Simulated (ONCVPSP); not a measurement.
# bismuth (Bi): one change to an ONCV potential, before and after

```json
{
 "Element": "bismuth (Bi)",
 "Generator": "ONCVPSP 4.0.1",
 "Type": "optimised norm-conserving Vanderbilt (ONCV)",
 "Functional": "PBE",
 "Relativity": "scalar-relativistic",
 "Frozen core": "[Xe] 4f14 5d10",
 "Valence charge": "5",
 "Reference configuration": "6s2 6p2.75 (charge +0.25)",
 "Partial waves": "6s: rc 1.75 bohr, ncon 4, nbas 9, qcut 3 1/bohr, 3 projectors, debl 2.3 Ha; 6p: rc 2.60 bohr, ncon 4, nbas 9, qcut 3.1 1/bohr, 3 projectors, debl 1 Ha",
 "Local potential": "polynomial inside 1.45 bohr (lpopt 3, dvloc0 6 Ha)",
 "Core correction": "Teter function, fcfact 2.5, rcfact 1.55"
}
```

Change: core correction Teter function fitted to the true core (icmod 2), fcfact 0.65.

Cutoffs: the cutoffs (Ha) at which the residual kinetic energy of the hardest occupied pseudo-wave falls to 1 and 0.1 mHa per electron; they do not see the model core or the augmentation charge, which bear on the density cutoff. Errors are all-electron minus pseudo energies relative to the spin-unpolarised reference configuration.

**Question.** What does the change do?

**Answer.** The potential gets neither clearly harder nor softer (22 Ha and 64 Ha → 22 Ha and 64 Ha); both files keep a bound ghost (s); of the 4 tests that both files solve, the error grows in 1 and shrinks in 3 by more than 15 % and 0.3 meV (median size 33.7 → 28.1 meV). A model core, the more so a compact one, raises the density cutoff, which this test does not measure.

```csv
quantity,base,changed
"cutoff, loose",22 Ha,22 Ha
"cutoff, tight",64 Ha,64 Ha
bound ghosts,s,s
GHOST(+) flags under 300 eV,"p at 147.1 eV, s at 181.9 eV","p at 147.1 eV, s at 181.9 eV"
"error for 6s2 6p3, meV [ΔE -1.34 eV]",-0.9,+0.6
"error for 6s2 6p2, meV [ΔE 6.57 eV]",-25,-5.6
"error for 6s2 6p1, meV [ΔE 21.82 eV]",-172,-51
"error for 6s1 6p3, meV [ΔE 17.39 eV]",-42,-51
s: phases at 1.77 bohr within 0.05 rad from the reference energy up to (Ha; the scan ends near 5),to the end of the scan,to the end of the scan
p: phases at 2.65 bohr within 0.05 rad from the reference energy up to (Ha; the scan ends near 5),4.8,4.8
"rms error of d²Exc/dni dnj with the model core, mHa",1.83,0.62
```

 A true bound ghost makes a file unfit for plane-wave use even where its test errors are small: the radial tests pick states by their node count and pass the ghost by.
